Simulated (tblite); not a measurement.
Compound: C6H5ClSi.
Bonds: C1–C2 (triple), C2–C3, C3–C4 (double), C4–C5, C5–C6 (double), C6–Cl7, C6–Si8, C3–Si8. Hydrogens: H9 on C1; H10 on C4; H11 on C5; H12, H13 on Si8.

Computed with GFN2-xTB (tblite), gas phase: L-BFGS steps from a force-field or distance-geometry start until the largest atomic force falls under 0.01 eV/Å.

At the end of the run (lengths in Å): Si8–H13 1.460, Si8–H12 1.460, C3–Si8 1.899, C1–H9 1.049, C1≡C2 1.204, C4–H10 1.080, C6–Si8 1.901, C2–C3–Si8 126.3°, C2–C3–C4 124.3°, C3–C4–C5 117.1°, C4–C3–Si8 109.4°, C2–C3–C4–C5 180°, C3–C4–C5–C6 0°, C4–C5–C6–Cl7 180°.

Question: These geometries were met on the way; a selection of coordinates is given. Order them by energy above the end point, lowest first.
A. Si8–H13 1.463, Si8–H12 1.463, C3–Si8 1.900, C1–H9 1.049, C1≡C2 1.204, C4–H10 1.080, C6–Si8 1.902, C2–C3–Si8 123.8°, C2–C3–C4 126.0°, C3–C4–C5 116.2°, C4–C3–Si8 110.2°, C2–C3–C4–C5 180°, C3–C4–C5–C6 0°, C4–C5–C6–Cl7 180°
B. Si8–H13 1.458, Si8–H12 1.458, C3–Si8 1.898, C1–H9 1.049, C1≡C2 1.204, C4–H10 1.081, C6–Si8 1.901, C2–C3–Si8 125.5°, C2–C3–C4 124.9°, C3–C4–C5 116.9°, C4–C3–Si8 109.6°, C2–C3–C4–C5 180°, C3–C4–C5–C6 0°, C4–C5–C6–Cl7 180°
C. Si8–H13 1.468, Si8–H12 1.468, C3–Si8 1.909, C1–H9 1.043, C1≡C2 1.207, C4–H10 1.093, C6–Si8 1.908, C2–C3–Si8 122.6°, C2–C3–C4 127.4°, C3–C4–C5 116.7°, C4–C3–Si8 110.0°, C2–C3–C4–C5 180°, C3–C4–C5–C6 -1°, C4–C5–C6–Cl7 180°
D. Si8–H13 1.459, Si8–H12 1.458, C3–Si8 1.895, C1–H9 1.048, C1≡C2 1.204, C4–H10 1.081, C6–Si8 1.898, C2–C3–Si8 125.1°, C2–C3–C4 125.3°, C3–C4–C5 116.8°, C4–C3–Si8 109.6°, C2–C3–C4–C5 180°, C3–C4–C5–C6 0°, C4–C5–C6–Cl7 180°
E. Si8–H13 1.496, Si8–H12 1.493, C3–Si8 1.874, C1–H9 1.062, C1≡C2 1.217, C4–H10 1.075, C6–Si8 1.912, C2–C3–Si8 122.3°, C2–C3–C4 126.5°, C3–C4–C5 115.0°, C4–C3–Si8 111.2°, C2–C3–C4–C5 180°, C3–C4–C5–C6 -2°, C4–C5–C6–Cl7 -179°

Answer: B (0.001 eV), D (0.003 eV), A (0.008 eV), C (0.021 eV), E (0.066 eV).

| step | E above end (eV) | rms distance from the end, all atoms (Å) | largest force (eV/Å) | rms shift of all bonds from the end (Å) |
| --- | --- | --- | --- | --- |
| 22 | 0.001 | 0.018 | 0.037 | 0.001 |
| 7 | 0.003 | 0.035 | 0.057 | 0.002 |
| 4 | 0.008 | 0.038 | 0.246 | 0.002 |
| 2 | 0.021 | 0.040 | 0.531 | 0.007 |
| 0 | 0.066 | 0.045 | 1.421 | 0.017 |

Rows stand in the order of the answer.
